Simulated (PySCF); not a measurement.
# Calculated NMR data

- NMR shieldings at PBE0/pcSseg-1/GIAO
- geometry: GFN2-xTB
- code: PySCF 2.14
- no relativistic terms, single conformer, averaged over atoms made equivalent by symmetry, fast rotation or ring inversion, in vacuum

Chemical shifts δ = σref − σ; TMS for ¹H, ¹³C, all at this level. Splittings of carbon signals by F and P are missing where no couplings were computed. Where no couplings were computed, multiplicities follow the n + 1 count of equivalent neighbours, and m marks all less simple cases (inequivalent or close neighbours, rings, F or P nearby). Acid and N–H amide carbonyl carbons lie up to 10 ppm further downfield in solution (hydrogen bonding). Shifts are as computed. Against solution values, carbons near 30 ppm lie about +3 ppm off and those near 130 ppm about +5 ppm. Of 1211 compounds with measured shifts, 218 miss one by over three times the rms of a fit or turn the order of signals round; such compounds aren't used in these exercises. Groups on amide-type nitrogens are kept apart (slow C–N rotation). OH and NH positions are gas-phase values without hydrogen bonding to other molecules.

**1.** SMILES C[Si](C)(C)O[Si]1(C)CC1, C6H16OSi2. ¹H NMR (600 MHz, computed): δ 0.86 (m, 2H), 0.46 (s, 3H), 0.38 (m, 2H), 0.09 (s, 9H). ¹³C{¹H} NMR (computed): δ 2.4 (CH3), 1.5 (CH2), -3.5 (CH3).

**2.** SMILES Fc1n(CC=C)ncp1, C5H6FN2P. ¹H NMR (600 MHz, computed): δ 8.55 (m, 1H), 6.29 (m, 1H), 5.79 (m, 1H), 5.60 (m, 1H), 4.92 (d, 2H). ¹³C{¹H} NMR (computed): δ 199.6 (C), 162.7 (CH), 141.6 (CH), 127.7 (CH2), 56.8 (CH2).

**3.** `C=C(C)CCC(N)=O`, C6H11NO. ¹H NMR (600 MHz, computed): δ 5.09 (m, 1H), 5.08 (m, 1H), 4.70 (br, 1H), 4.56 (br, 1H), 2.35 (t, 2H), 2.14 (t, 2H), 1.84 (s, 3H). ¹³C{¹H} NMR (computed): δ 172.8 (C), 155.6 (C), 117.5 (CH2), 37.8 (CH2), 37.4 (CH2), 24.7 (CH3).
